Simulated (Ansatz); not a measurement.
Job for Ansatz (an electronic-structure program): R-wB97M-V/def2-TZVPP on C3H9B (SMILES CB(C)C).

Ansatz 0.2 input:
```yaml
crystal:
  periodic: [false, false, false]
  atoms:
    - {symbol: C, position_ang: [-0.97883234, -1.22947311, 0.10432547]}
    - {symbol: B, position_ang: [-0.00289019, -0.00399330, -0.00799340]}
    - {symbol: C, position_ang: [1.55104831, -0.22960043, 0.02838844]}
    - {symbol: C, position_ang: [-0.57583603, 1.45289471, -0.14318059]}
    - {symbol: H, position_ang: [-1.78490928, -1.18091112, -0.63431105]}
    - {symbol: H, position_ang: [-0.50159412, -2.20939243, 0.04593432]}
    - {symbol: H, position_ang: [-1.48221231, -1.16842464, 1.07944410]}
    - {symbol: H, position_ang: [1.84703916, -0.98556217, 0.76174865]}
    - {symbol: H, position_ang: [2.14712251, 0.67169466, 0.18322487]}
    - {symbol: H, position_ang: [1.84186581, -0.64649109, -0.94644701]}
    - {symbol: H, position_ang: [-1.65432327, 1.51802608, -0.29658765]}
    - {symbol: H, position_ang: [-0.33315517, 2.00882329, 0.77203665]}
    - {symbol: H, position_ang: [-0.07332307, 2.00240955, -0.94658282]}
basis:
  gaussian:
    orbitals: def2-TZVPP
hamiltonian:
  xc: {name: wB97M-V}
scf: {lower_state_search: off}
```

Output:

```
WARN ansatz: RAYON_NUM_THREADS=1 ignored (pool sized by the plan → 1); use --threads N
Functional definition: wB97M-V
these checks for a lower state are left out or cut short: stability, starts, cluster_reference, orbital_swaps, neighbouring_geometries, increment
integrals: 0.19 GiB planned
1240 factors; their error is unknown
integrals: 0.23 GiB planned
352 factors; integrals over basis functions are off by at most 1.1e-5 eV
mean field: 1.76 GiB planned
mean field evaluation 1: about -3926.3366 eV, gradient 5.8e1 eV
mean field evaluation 2: about -3930.0457 eV, gradient 4.0e1 eV
mean field evaluation 4: about -3933.6875 eV, gradient 6.7e-1 eV
mean field evaluation 8: about -3933.6735 eV, gradient 5.6e-1 eV
mean field evaluation 16: about -3933.6739 eV, gradient 6.1e-6 eV
mean field -3933.67391124 eV, -144.5598498980 hartree, gradient 6.2e-6 eV, S^2 0.000000; 0 other end points of the search recorded, 0 dependent functions left out
reference -3933.67396155 eV, -144.5598517471 hartree; 16, 16 occupied and 234, 234 virtual orbitals, 1240 factors
Total energy: -3933.67396155 eV, -144.5598517471 hartree
Checks for a lower state left out: stability, starts, cluster_reference, orbital_swaps, neighbouring_geometries, increment
```

The calculation finished and met its thresholds.

Cost: roughly 11 core-seconds.
